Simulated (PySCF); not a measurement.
Geometry (Å), atoms numbered from 1 in this order:
```xyz
10

N     1.457    0.836    1.001
Si    2.341    1.825   -0.114
Si    4.576    1.314    0.368
Cl    4.667    1.301    2.459
H     0.443    0.832    0.993
H     1.812    0.786    1.951
H     1.984    1.448   -1.517
H     2.161    3.314   -0.003
H     4.986   -0.039   -0.108
H     5.565    2.317   -0.127
```

Geometry: PBE0-D3(BJ)/def2-SVP; GIAO shifts from PySCF 2.14.0 with density-fitted response routines, gas phase, non-relativistic, averaged over equivalent atoms.

At B3LYP/pcSseg-2 (249 basis functions, 43 s wall time on 1 thread of an Arm Neoverse N1, shared host):
```tsv
atoms	δ (ppm)
N1	-1.3
Si3	-24.0
Si2	-59.2
Cl4	-107.0
H9/H10	5.17
H7/H8	4.91
H5/H6	0.38
```

Referencing at the same level of theory: $^{15}$N (σ = 258.52 ppm) against NH3; $^{29}$Si (σ = 324.61 ppm) and $^{1}$H (σ = 31.39 ppm) against TMS; $^{35}$Cl (σ = 927.31 ppm) vs HCl.

Task: Predict the values at KT2/pcSseg-2 on the same geometry.

Result: 
```csv
atoms,δ at KT2/pcSseg-2,change
N1,-1.9,-0.6
Si3,-24.5,-0.5
Si2,-56.6,+2.6
Cl4,-96.2,+10.8
H9/H10,5.40,+0.23
H7/H8,5.18,+0.27
H5/H6,0.25,-0.13
```

δ = σ(ref) − σ, references computed at the same level: $^{15}$N (σ = 260.12 ppm) vs NH3; TMS for $^{29}$Si (σ = 350.99 ppm) and $^{1}$H (σ = 31.18 ppm); HCl for $^{35}$Cl (σ = 942.53 ppm).

The largest change is at Cl4 (chlorine bonded to Si). Cost: 249 basis functions, 54 s wall time on 1 thread of an Arm Neoverse N1, shared host.

Experimental scales use liquid or dissolved standards, which lie at an offset from isolated NH3 (liquid NH3: subtract about 20 ppm).
